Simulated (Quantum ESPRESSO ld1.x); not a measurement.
One sound ld1.x (Quantum ESPRESSO 7.5) input for neutral bromine gives E = -2603.1215 hartree in 27 iterations:

```
 &input
    zed=35.0,
    iswitch=1,
    rel=1,
    lsd=1,
    dft='PW',
    config='[Ar] 3d10 4s2 4p5',
    prefix='ld1',
    max_out_wfc=37,
    file_charge='ld1.rho',
 /
```

Changed or added lines, one case at a time, and what came of them:

- iswitch=7: refused. The program stops in ld1_readin with "wrong iswitch": iswitch takes 1 to 4.
- xmin=0.0: ignored. A value of zero is read as not set, so the default xmin is used, as the mesh line shows.
- relpert=.true. (without lsd): refused. The program stops in ld1_readin with "perturbative SO-splitting for AE calculations with rel=0 only": the perturbative correction needs rel = 0.
- rmax=1000.0: harmless. The energy moves by less than 1e-5 hartree against the default mesh (-2603.1215 hartree).
- lsd=2: refused. The program stops in ld1_readin with "lsd not correct": lsd takes 0 or 1.
- beta=0.001: not converged. So little new potential is mixed in that the limit of 200 iterations comes first; the energy is off by +0.004603 hartree.
- config='[Yb] 3d10 4s2 4p5': refused. The program stops in el_config with "wrong core: Yb": the cores known are He, Ne, Ar, Kr, Xe, Hg and Rn.
